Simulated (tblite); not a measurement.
Record of a relaxation.

Species: H₁₂OSSi₅.
Atom-mapped SMILES: `[OH:1][Si@@:2]([SiH3:3])([SiH2:4][SiH3:5])[S:6][SiH3:7]` (hydrogens: H8 on O1; H9, H10, H11 on Si3; H12, H13 on Si4; H14, H15, H16 on Si5; H17, H18, H19 on Si7)

Computed with GFN2-xTB (tblite), gas phase: L-BFGS steps from a force-field or distance-geometry start until the largest atomic force falls under 0.01 eV/Å. 9 of its 286 geometries are shown.

Step 0: E = -602.4832 eV, largest atomic force 1.319 eV/Å
```
atom  x, y, z in Å  |  force x, y, z in eV/Å
O1      1.454   -1.875    0.944   -1.139   0.152   0.003
Si2     0.195   -0.814    0.578    1.303  -0.061   0.197
Si3     0.444    1.148    1.807   -0.131  -0.019   0.321
Si4     0.293   -0.225   -1.654   -0.188  -0.583  -0.245
Si5     2.315    0.780   -2.006    0.425   0.266  -0.194
S6     -1.527   -1.988    1.106   -0.747  -0.099   0.112
Si7    -3.081   -0.583    0.673   -0.558   0.108   0.082
H8      1.170   -2.715    1.336    0.336   0.494  -0.256
H9      1.777    1.750    1.565   -0.367  -0.112   0.112
H10    -0.609    2.119    1.370    0.405  -0.242   0.175
H11     0.263    0.888    3.256    0.077   0.274  -0.233
H12     0.122   -1.442   -2.504   -0.097   0.404   0.025
H13    -0.831    0.704   -1.945    0.139  -0.222  -0.052
H14     3.452   -0.124   -1.690   -0.289   0.345  -0.092
H15     2.420    2.015   -1.176    0.080  -0.351  -0.267
H16     2.433    1.192   -3.426    0.119  -0.034   0.312
H17    -4.386   -1.209    0.997    0.557   0.066  -0.077
H18    -2.885    0.614    1.513    0.026  -0.279  -0.165
H19    -3.027   -0.224   -0.752    0.049  -0.105   0.242
```

Step 36: E = -602.7593 eV, largest atomic force 0.099 eV/Å
```
atom  x, y, z in Å  |  force x, y, z in eV/Å
O1      1.392   -1.753    0.872   -0.007  -0.015   0.021
Si2     0.197   -0.675    0.582    0.014   0.015  -0.097
Si3     0.440    1.115    2.038    0.007   0.029   0.011
Si4     0.392   -0.301   -1.718    0.027   0.030   0.011
Si5     2.399    0.754   -2.192   -0.008   0.005   0.010
S6     -1.612   -1.843    1.086   -0.038   0.029  -0.006
Si7    -3.269   -0.574    0.692    0.010  -0.005  -0.003
H8      1.213   -2.584    1.305    0.011  -0.012   0.022
H9      1.789    1.661    1.882    0.040  -0.010   0.005
H10    -0.475    2.192    1.645   -0.046   0.013   0.018
H11     0.241    0.873    3.469   -0.022  -0.004   0.033
H12     0.204   -1.520   -2.524   -0.013   0.004  -0.009
H13    -0.724    0.566   -2.148   -0.015  -0.022  -0.013
H14     3.575   -0.057   -1.872   -0.019  -0.006  -0.006
H15     2.503    1.978   -1.389    0.022   0.000  -0.020
H16     2.558    1.167   -3.590   -0.015  -0.013   0.015
H17    -4.407   -1.394    1.071   -0.003  -0.002  -0.004
H18    -3.157    0.630    1.508    0.033  -0.019   0.007
H19    -3.270   -0.224   -0.724    0.022  -0.018   0.005
```

Step 71: E = -602.7701 eV, largest atomic force 0.044 eV/Å
```
atom  x, y, z in Å  |  force x, y, z in eV/Å
O1      1.420   -1.692    0.861    0.004  -0.018   0.006
Si2     0.206   -0.633    0.583   -0.012   0.002  -0.009
Si3     0.364    1.095    2.135    0.010   0.019   0.038
Si4     0.395   -0.279   -1.719    0.010  -0.012   0.007
Si5     2.402    0.726   -2.288    0.015   0.011   0.000
S6     -1.590   -1.848    1.040    0.001   0.009  -0.005
Si7    -3.229   -0.558    0.660    0.009  -0.004   0.000
H8      1.300   -2.466    1.407   -0.004   0.020  -0.010
H9      1.721    1.646    2.058   -0.009   0.002   0.013
H10    -0.555    2.193    1.811    0.001  -0.021  -0.014
H11     0.118    0.751    3.542    0.008   0.000  -0.028
H12     0.186   -1.524   -2.481   -0.005   0.022  -0.003
H13    -0.736    0.568   -2.151    0.004   0.002  -0.003
H14     3.561   -0.119   -1.999   -0.001  -0.006   0.002
H15     2.594    1.971   -1.534   -0.003  -0.009  -0.001
H16     2.513    1.095   -3.703   -0.021  -0.012   0.006
H17    -4.389   -1.349    1.031   -0.002  -0.009   0.003
H18    -3.070    0.630    1.492   -0.009   0.006  -0.006
H19    -3.221   -0.198   -0.753    0.005   0.000   0.006
```

Step 107: E = -602.7738 eV, largest atomic force 0.036 eV/Å
```
atom  x, y, z in Å  |  force x, y, z in eV/Å
O1      1.453   -1.658    0.847   -0.005  -0.016   0.019
Si2     0.228   -0.602    0.602   -0.002   0.015   0.013
Si3     0.334    1.097    2.191    0.007  -0.033  -0.009
Si4     0.391   -0.225   -1.694   -0.005  -0.010  -0.022
Si5     2.419    0.678   -2.347    0.022   0.002   0.005
S6     -1.555   -1.830    1.076   -0.007  -0.008   0.003
Si7    -3.213   -0.581    0.641    0.006  -0.001  -0.005
H8      1.355   -2.406    1.432    0.013   0.009  -0.011
H9      1.681    1.675    2.199    0.003   0.011  -0.005
H10    -0.598    2.173    1.836    0.001   0.020   0.009
H11     0.034    0.707    3.574   -0.006   0.010   0.007
H12     0.078   -1.437   -2.479    0.000   0.031   0.018
H13    -0.703    0.697   -2.065   -0.004   0.006  -0.012
H14     3.551   -0.213   -2.092   -0.002  -0.007  -0.003
H15     2.705    1.926   -1.629   -0.014  -0.008   0.006
H16     2.478    1.018   -3.772   -0.009  -0.009   0.000
H17    -4.365   -1.394    0.987    0.002  -0.015  -0.005
H18    -3.124    0.623    1.462    0.014  -0.005  -0.003
H19    -3.157   -0.239   -0.775   -0.015   0.008  -0.003
```

Step 142: E = -602.7889 eV, largest atomic force 0.029 eV/Å
```
atom  x, y, z in Å  |  force x, y, z in eV/Å
O1      1.621   -1.308    0.868   -0.007  -0.001  -0.004
Si2     0.279   -0.387    0.704   -0.021  -0.011  -0.006
Si3     0.198    1.182    2.425    0.019   0.006   0.002
Si4     0.329    0.192   -1.553    0.006   0.016  -0.017
Si5     2.415    0.341   -2.550    0.018   0.005   0.012
S6     -1.348   -1.857    1.045    0.028   0.003   0.007
Si7    -3.119   -0.842    0.476    0.011  -0.006   0.005
H8      1.622   -2.097    1.405    0.007   0.008  -0.005
H9      1.536    1.736    2.660   -0.015  -0.019  -0.002
H10    -0.655    2.308    2.027   -0.022   0.002  -0.001
H11    -0.298    0.707    3.721   -0.001   0.001   0.005
H12    -0.547   -0.696   -2.343    0.004   0.002  -0.006
H13    -0.372    1.492   -1.637    0.008  -0.006  -0.011
H14     3.225   -0.866   -2.379   -0.010   0.005  -0.005
H15     3.184    1.454   -1.982   -0.012  -0.017  -0.013
H16     2.339    0.590   -3.995    0.007  -0.003   0.021
H17    -4.164   -1.819    0.723   -0.008   0.002   0.004
H18    -3.250    0.350    1.306   -0.002   0.007   0.007
H19    -3.006   -0.471   -0.930   -0.008   0.006   0.005
```

Step 178: E = -602.8048 eV, largest atomic force 0.072 eV/Å
```
atom  x, y, z in Å  |  force x, y, z in eV/Å
O1      1.769   -0.804    0.696   -0.015  -0.047   0.052
Si2     0.289   -0.102    0.638    0.008  -0.008   0.004
Si3    -0.008    1.198    2.554   -0.015  -0.006  -0.010
Si4     0.368    0.616   -1.576    0.022   0.001   0.014
Si5     2.328   -0.061   -2.623    0.003  -0.008   0.014
S6     -1.084   -1.840    0.808    0.004  -0.006   0.004
Si7    -3.018   -1.039    0.477    0.003   0.000  -0.018
H8      1.968   -1.538    1.274   -0.022   0.044  -0.030
H9      1.277    1.752    2.996    0.002  -0.004  -0.006
H10    -0.883    2.339    2.262   -0.011  -0.007  -0.004
H11    -0.578    0.501    3.714   -0.004   0.006  -0.001
H12    -0.831    0.197   -2.327    0.010   0.000   0.009
H13     0.225    2.086   -1.541    0.015   0.003  -0.009
H14     2.613   -1.481   -2.403   -0.005   0.015  -0.005
H15     3.474    0.700   -2.114   -0.014  -0.012  -0.014
H16     2.315    0.131   -4.076    0.000   0.017  -0.033
H17    -3.915   -2.154    0.722    0.014  -0.013   0.007
H18    -3.224    0.062    1.411    0.003   0.020   0.017
H19    -3.097   -0.554   -0.897    0.002   0.003   0.009
```

Step 214: E = -602.8248 eV, largest atomic force 0.040 eV/Å
```
atom  x, y, z in Å  |  force x, y, z in eV/Å
O1      1.859   -0.665    0.931   -0.005  -0.010  -0.013
Si2     0.372   -0.023    0.690   -0.003   0.017   0.008
Si3    -0.227    1.216    2.577    0.004   0.007   0.005
Si4     0.591    0.793   -1.479   -0.013  -0.012  -0.025
Si5     2.216   -0.218   -2.798    0.008   0.018   0.003
S6     -0.910   -1.837    0.639    0.004  -0.006   0.010
Si7    -2.893   -1.111    0.478   -0.009   0.024   0.003
H8      1.983   -1.482    1.409    0.002   0.007   0.000
H9      0.949    1.899    3.126    0.003  -0.007   0.001
H10    -1.191    2.262    2.215   -0.003  -0.016  -0.001
H11    -0.816    0.448    3.683   -0.001   0.013  -0.004
H12    -0.720    0.750   -2.161    0.018   0.011   0.034
H13     0.834    2.243   -1.333    0.002  -0.015  -0.010
H14     2.189   -1.680   -2.699   -0.007   0.008   0.007
H15     3.562    0.218   -2.411   -0.018  -0.010  -0.007
H16     2.075    0.102   -4.225    0.004  -0.002   0.009
H17    -3.717   -2.281    0.719    0.004  -0.004  -0.009
H18    -3.080   -0.073    1.488    0.001  -0.016  -0.011
H19    -3.086   -0.552   -0.856    0.008  -0.006   0.000
```

Step 249: E = -602.8360 eV, largest atomic force 0.040 eV/Å
```
atom  x, y, z in Å  |  force x, y, z in eV/Å
O1      1.981   -0.490    1.109   -0.009   0.007  -0.012
Si2     0.472    0.068    0.812   -0.014   0.027   0.005
Si3    -0.299    1.260    2.667   -0.004  -0.014   0.012
Si4     0.707    0.926   -1.336   -0.008   0.029  -0.001
Si5     1.885   -0.378   -2.856    0.004   0.018  -0.022
S6     -0.704   -1.814    0.689   -0.007   0.000   0.001
Si7    -2.680   -1.196    0.240   -0.014   0.031   0.006
H8      2.136   -1.290    1.607    0.000  -0.010   0.001
H9      0.803    2.024    3.262   -0.016  -0.001   0.009
H10    -1.327    2.225    2.260    0.007   0.003  -0.011
H11    -0.890    0.457    3.747    0.015   0.001   0.008
H12    -0.646    1.240   -1.840    0.011  -0.015  -0.011
H13     1.290    2.272   -1.172    0.015  -0.037  -0.006
H14     1.495   -1.789   -2.781    0.008   0.005   0.017
H15     3.331   -0.304   -2.621   -0.012  -0.016   0.005
H16     1.678    0.027   -4.253   -0.005   0.010   0.001
H17    -3.448   -2.429    0.267    0.014   0.010  -0.011
H18    -3.111   -0.246    1.263    0.016  -0.018  -0.015
H19    -2.683   -0.552   -1.071   -0.003  -0.029   0.023
```

Step 285: E = -602.8401 eV, largest atomic force 0.007 eV/Å
```
atom  x, y, z in Å  |  force x, y, z in eV/Å
O1      2.050   -0.360    1.268   -0.002  -0.003  -0.001
Si2     0.541    0.150    0.896    0.003  -0.003   0.000
Si3    -0.370    1.293    2.717    0.007   0.001  -0.002
Si4     0.853    0.998   -1.249    0.001  -0.001  -0.001
Si5     1.586   -0.484   -2.883    0.002   0.003   0.001
S6     -0.559   -1.777    0.730    0.004  -0.001  -0.002
Si7    -2.503   -1.242    0.087    0.004   0.003  -0.002
H8      2.206   -1.176    1.737   -0.004   0.002  -0.001
H9      0.632    2.176    3.322   -0.005   0.001   0.002
H10    -1.479    2.143    2.267   -0.004   0.001   0.002
H11    -0.896    0.452    3.801    0.001   0.000   0.004
H12    -0.419    1.630   -1.658   -0.001   0.001   0.001
H13     1.756    2.152   -1.105    0.000   0.006  -0.002
H14     0.884   -1.767   -2.794   -0.002  -0.001   0.001
H15     3.020   -0.766   -2.766    0.001  -0.003   0.000
H16     1.369    0.014   -4.247    0.000   0.000   0.000
H17    -3.187   -2.516   -0.046   -0.006   0.000   0.002
H18    -3.105   -0.379    1.099    0.001  -0.002  -0.004
H19    -2.390   -0.531   -1.183   -0.001  -0.003   0.003
```

**Question.** Summarise the path.

**Answer.** The energy falls by 34.43 kJ/mol from step 0 to step 285; nine tenths of that is first reached at step 177. It rises by more than 0.2 meV at step 158. The largest force goes from 1.319 to 0.007 eV/Å. Among the bonds Si2–S6 changes most, from 2.150 to 2.225 Å; the atoms move by 1.965 Å rms after alignment.

**Question.** Follow the three bonds and two angles with the largest change from start to end.

**Answer.** 
| step | E above end (kJ/mol) | largest force (eV/Å) | Si2–S6 (Å) | O1–Si2 (Å) | Si4–Si5 (Å) | Si3–Si2–Si4 (°) | Si2–Si4–Si5 (°) |
| --- | --- | --- | --- | --- | --- | --- | --- |
| 0 | 34.43 | 1.319 | 2.150 | 1.686 | 2.286 | 106.9 | 107.4 |
| 12 | 12.39 | 0.143 | 2.215 | 1.636 | 2.324 | 111.9 | 107.5 |
| 25 | 9.81 | 0.096 | 2.210 | 1.636 | 2.309 | 115.0 | 108.4 |
| 37 | 7.74 | 0.055 | 2.212 | 1.636 | 2.318 | 119.0 | 110.3 |
| 50 | 7.34 | 0.036 | 2.214 | 1.636 | 2.316 | 120.4 | 110.4 |
| 62 | 7.12 | 0.071 | 2.213 | 1.637 | 2.316 | 121.4 | 111.1 |
| 74 | 6.73 | 0.021 | 2.216 | 1.636 | 2.316 | 123.1 | 112.6 |
| 87 | 6.60 | 0.016 | 2.216 | 1.636 | 2.314 | 123.9 | 112.8 |
| 99 | 6.49 | 0.014 | 2.217 | 1.636 | 2.315 | 123.5 | 113.3 |
| 112 | 6.10 | 0.039 | 2.218 | 1.636 | 2.319 | 123.1 | 115.1 |
| 124 | 5.40 | 0.058 | 2.216 | 1.636 | 2.315 | 122.9 | 116.5 |
| 136 | 5.07 | 0.062 | 2.213 | 1.636 | 2.318 | 122.9 | 117.1 |
| 149 | 4.82 | 0.035 | 2.218 | 1.637 | 2.315 | 124.6 | 116.9 |
| 161 | 4.19 | 0.059 | 2.219 | 1.637 | 2.315 | 126.5 | 114.8 |
| 173 | 3.55 | 0.056 | 2.220 | 1.638 | 2.321 | 127.9 | 112.3 |
| 186 | 3.09 | 0.039 | 2.223 | 1.638 | 2.324 | 128.6 | 111.7 |
| 198 | 2.17 | 0.068 | 2.216 | 1.637 | 2.326 | 128.0 | 113.9 |
| 211 | 1.54 | 0.042 | 2.222 | 1.638 | 2.324 | 126.7 | 115.9 |
| 223 | 1.35 | 0.029 | 2.220 | 1.637 | 2.325 | 125.4 | 116.6 |
| 235 | 1.15 | 0.052 | 2.221 | 1.637 | 2.323 | 125.2 | 116.0 |
| 248 | 0.43 | 0.050 | 2.223 | 1.637 | 2.322 | 125.2 | 116.6 |
| 260 | 0.18 | 0.023 | 2.224 | 1.636 | 2.325 | 126.8 | 117.0 |
| 273 | 0.03 | 0.015 | 2.226 | 1.636 | 2.324 | 126.2 | 117.5 |
| 285 | 0.00 | 0.007 | 2.225 | 1.636 | 2.324 | 126.4 | 117.3 |

What follows is the cost of the whole relaxation. Time: 3.9 s of wall time. Hardware: Intel Xeon 6975P-C, one thread, no GPU, shared host.
